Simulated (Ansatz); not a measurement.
Si2N2O. The state is a singlet with charge 0. Geometry r2SCAN-D4/def2-SVP; atoms count from 1.

Cartesian coordinates in Å:
```
Si 1.444 -0.227 -0.698
Si -1.445 0.225 0.698
N -2.847 0.457 1.378
N 0.044 -0.015 -0.023
O 2.803 -0.440 -1.355
```

The restricted singlet is unstable towards broken spin symmetry in Hartree–Fock (as tested in another run); at PBE0-D4/def2-TZVP this wasn't settled. Another isomer (singlet) lies 2.68 eV lower at PBE0-D4/def2-TZVP; other spin states weren't run for this one.

(1) Estimate the Mulliken populations from the PBE0/def2-TZVP orbitals of Ansatz.

(2) And the Mayer bond orders between bonded heavy atoms (over 0.3)?

Answers

(1) 
```
atom  charge (e)
 Si1        0.74
 Si2        0.40
  N3       -0.43
  N4       -0.25
  O5       -0.45
```
Mulliken values and Mayer orders depend strongly on the basis.

(2) Si1–N4 1.85 (1.57 Å); Si1–O5 2.20 (1.52 Å); Si2–N3 2.94 (1.58 Å); Si2–N4 1.12 (1.67 Å).
